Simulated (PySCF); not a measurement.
Compound: C4H3O3S2 (charge -1).
Numbering: `[O:1]=[S:2](=[O:3])([O-:4])[c:5]1[cH:6][cH:7][cH:8][s:9]1` (hydrogens: H10 on C6; H11 on C7; H12 on C8)

Torsions of this conformer, `[O:1]=[S:2](=[O:3])([O-:4])[c:5]1[cH:6][cH:7][cH:8][s:9]1`: O1–S2–C5–C6 -1°.

The closed-shell ground state was solved at several levels (PySCF, density fitting, gas phase, non-relativistic). Geometry: PBE0-D3(BJ)/def2-SVP; no solvent, vibrations or thermal averaging. The geometry's basis has no diffuse functions, a weakness for an anion. No diffuse functions stand in pcSseg-1, which bears on an anion's orbital energies.

| level | basis functions | total energy (Eh) | HOMO (eV) | LUMO (eV) | gap (eV) |
| --- | --- | --- | --- | --- | --- |
| wB97X-D/pcSseg-1 | 182 | -1176.0757 | -4.37 | 4.57 | 8.94 |
| PBE0/pcSseg-1 | 182 | -1175.5259 | -2.44 | 2.89 | 5.33 |

Problem. What might CAM-B3LYP/def2-SVPD (227 basis functions) give for the same quantities?

Solution. Total energy -1175.6564 Eh, HOMO -4.28 eV, LUMO 3.72 eV, gap 8.00 eV.

Problem. Over all these levels, which gives the widest orbital gap and which the narrowest?

Solution. wB97X-D/pcSseg-1 (range-separated hybrid) has the widest, 8.94 eV, and PBE0/pcSseg-1 (global hybrid, 25 % exact exchange) the narrowest, 5.33 eV. The two share the basis. From the narrowest to the widest the HOMO moves by -1.93 eV and the LUMO by +1.68 eV.

wB97X-D is run here without its empirical dispersion term; that term would change no orbital, density or response property at a fixed geometry.
